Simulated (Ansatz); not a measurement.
Born–Oppenheimer molecular dynamics of CH₆O₃Si (11 atoms, charge 0, multiplicity 1). It goes on from the last frame of an earlier run, with new velocities.

The calculation used RKS B3LYP/6-31G (Ansatz 0.2.0).

```
ensemble        : NVT, Langevin thermostat
time step       : 0.5 fs
steps asked     : 150
set temperature : 2000 K
friction        : 0.05 /fs
seed            : 597087
```

First frame:

```xyz
11
Properties=species:S:1:pos:R:3
Si -0.059 -0.142 0.148
C -0.177 -0.086 2.065
H -1.199 -0.174 2.381
H 0.458 -0.786 2.509
H 0.149 0.882 2.376
O 1.385 0.052 -0.808
H 2.035 -0.691 -0.718
O -1.055 1.181 -0.248
H -1.057 1.578 -1.192
O -0.497 -1.741 -0.120
H -1.256 -2.081 0.403
```

Question: How far do the bonds stretch over the last three quarters of this one trajectory? (Pairs bonded in most of those frames.)

Answer: 
```
   bond  mean (Å)  spread (Å)  shortest  longest
 Si1–C2     1.996       0.188      1.66     2.24
 Si1–O6     1.732       0.034      1.67     1.78
 Si1–O8     1.710       0.043      1.63     1.77
Si1–O10     1.786       0.120      1.57     1.96
  C2–H3     1.115       0.072      0.98     1.27
  C2–H4     1.101       0.041      1.02     1.18
  C2–H5     1.117       0.059      1.03     1.24
  O6–H7     0.996       0.040      0.91     1.08
  O8–H9     0.978       0.047      0.88     1.06
O10–H11     0.974       0.045      0.88     1.10
```

Mean temperature of the second half: 1575 K. The mean temperature of the second half is 21 % below the set value. A run of 0.075 ps of so small a system gives no equilibrium averages. Limits of this set-up: no polarisation functions.

Time of the run: 8.6 min on 1 thread of Arm Neoverse V1, on a shared host, peak memory 0.13 GiB.
